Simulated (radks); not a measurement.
Initial-state core-level shifts of the tin ion Sn3+ when its valence configuration changes from [Kr] 4d10 5s1. Method: Dirac Kohn-Sham, BLYP, spin-unpolarised, spherical densities, point nucleus; open shells are shared between the two j in proportion to 2j + 1; computed with a radial shooting solver on a logarithmic mesh with Libxc functionals. Shifts are changes of the shell-averaged eigenvalues in eV (positive: less bound).

valence                1s       3d       4s       4p
4d9 5s2            -7.172   -7.371   -6.261   -5.983
4d9.5 5s1.5        -3.543   -3.644   -3.114   -2.978
4d9 5s1 5p1        -8.551   -8.740   -7.610   -7.319
4d8.5 5s1.5 5p1   -12.247  -12.532  -10.766  -10.328
4d10 5s0.5 5p0.5   -0.708   -0.701   -0.697   -0.692
4d10 5p1           -1.408   -1.394   -1.386   -1.376
4d8 5p3           -18.626  -19.000  -16.483  -15.866
4d9.5 5s1 5p0.5    -4.244   -4.339   -3.802   -3.660
4d6.5 5s1.5 5p3   -30.342  -30.970  -26.045  -24.951
